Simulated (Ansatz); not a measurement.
Stepwise reaction of `[NH2][Hf]([NH2])([F])[F]` with ammonia, as a gas-phase model of exchange steps in deposition or etching. ΔE in kJ/mol; ΔG adds harmonic PBE0-D4 terms to CCSD(T)/CBS, at 1 bar.

Program: Ansatz. Geometries: PBE0-D4/def2-TZVP. ΔE: electronic, gas phase. CCSD(T)/CBS is the MP2 limit (def2-TZVPP, def2-QZVPP) plus CCSD(T) − MP2 in def2-TZVPP, frozen cores. This one scheme is used for every species. Functionals use def2-TZVPP. B3LYP here is the variant with VWN-RPA as its local correlation; programs differ in this. Elements past krypton have def2 core potentials. For Hf outer-core shells are correlated without core-valence functions, which leaves a few kJ/mol of doubt a bond. Each species was taken in one conformer, which may not be the lowest.

```
step                                                               reaction  PBE-D4  B3LYP-D4  ωB97M-V  CCSD(T)/CBS  ΔG(500 K)
   1  `[NH2][Hf]([NH2])([F])[F]` + NH₃ → `[NH2][Hf]([NH2])([NH2])[F]` + H–F   122.0     123.7    123.2        113.0      115.8
```

(1) Give the row of step 2, `[NH2][Hf]([NH2])([NH2])[F]` + NH₃ → `[NH2][Hf]([NH2])([NH2])[NH2]` + H–F. (Best estimate.)

(2) By hand: ΔE of the 2 steps together at CCSD(T)/CBS.

Answers

(1) Computed: 
```tsv
step	reaction	PBE-D4	B3LYP-D4	ωB97M-V	CCSD(T)/CBS	ΔG(500 K)
2	`[NH2][Hf]([NH2])([NH2])[F]` + NH₃ → `[NH2][Hf]([NH2])([NH2])[NH2]` + H–F	132.0	133.5	132.7	121.8	110.5
```

(2) (113.0) + (121.8) = 234.8 kJ/mol, or 117.4 kJ/mol a step.

In ΔE each step is higher than the one before. All are uphill at CCSD(T)/CBS. ΔG lies between 110.5 and 115.8 kJ/mol a step. PBE-D4 differs from CCSD(T)/CBS by 9.0 to 10.2 kJ/mol a step. Isolated molecules leave out the surface, adducts and barriers. Largest T1 diagnostic: 0.015.
